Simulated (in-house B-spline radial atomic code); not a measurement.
## Ionising B³⁺ with different functionals

Computed with an all-electron radial atomic-structure program (B-spline basis): scalar-relativistic (spin-free X2C) Hamiltonian, Fermi nucleus of rms radius 2.406 fm, spin-polarised at highest spin, spherical fractional occupations for the functionals, the average over the highest-spin determinants for Hartree-Fock. The ionisation energy is the difference of two self-consistent energies, 1s2 → 1s1, without Breit or QED terms; ε is the level of the shell that loses the electron (its least bound occupied spin orbital).

```
           method                    rung  ΔSCF (eV)  -ε(1s) (eV)
     Hartree-Fock            Hartree-Fock     258.19       259.71
    HF fractional            Hartree-Fock     258.19       259.71
         LDA VWN5                     LDA     256.49       229.18
         LDA PW92                     LDA     256.46       229.17
LDA exchange-only                     LDA     253.15       226.83
              PBE                     GGA     258.78       231.36
           PBEsol                     GGA     257.46       230.14
             BLYP                     GGA     259.47       231.89
             RPBE                     GGA     259.40       231.67
             PW91                     GGA     259.08       231.69
             BP86                     GGA     259.66       231.68
             AM05                     GGA     257.20       229.45
             OLYP                     GGA     259.50       231.82
             TPSS                meta-GGA     259.60       233.46
             SCAN                meta-GGA     259.46       234.38
           r2SCAN                meta-GGA     259.46       234.38
          revTPSS                meta-GGA     259.64       233.90
             PBE0           global hybrid     258.90       238.65
            B3LYP           global hybrid          ?            ?
            TPSSh           global hybrid     259.58       236.17
        BHandHLYP           global hybrid          ?            ?
          r2SCAN0           global hybrid     259.43       240.86
            B97-1           global hybrid     259.59       237.83
            HSE06  range-separated hybrid     258.95       238.25
            wB97X  range-separated hybrid     260.07       240.06
        CAM-B3LYP  range-separated hybrid     259.26       239.58
          LC-wPBE  range-separated hybrid     258.90       237.46
```

Task: What does B3LYP give?

Result: ΔSCF 259.56 eV, and -ε(1s) = 237.69 eV.

Task: What does BHandHLYP give?

Result: ΔSCF 259.50 eV, and -ε(1s) = 246.35 eV.

Task: Among the functionals, which spreads more, the ΔSCF values or the orbital energies?

Result: The orbital energies: ΔSCF values span about 6.92 eV and the orbital energies 19.52 eV.

Task: How do they compare with the NIST value?

Result: NIST lists 259.374 eV (tabulated theory, ground level to ground level). Errors run from -6.23 to +0.69 eV; RPBE is closest (+0.03 eV), but part of that can be cancellation, since the calculations leave out Breit-QED terms. Hartree-Fock also lacks correlation.
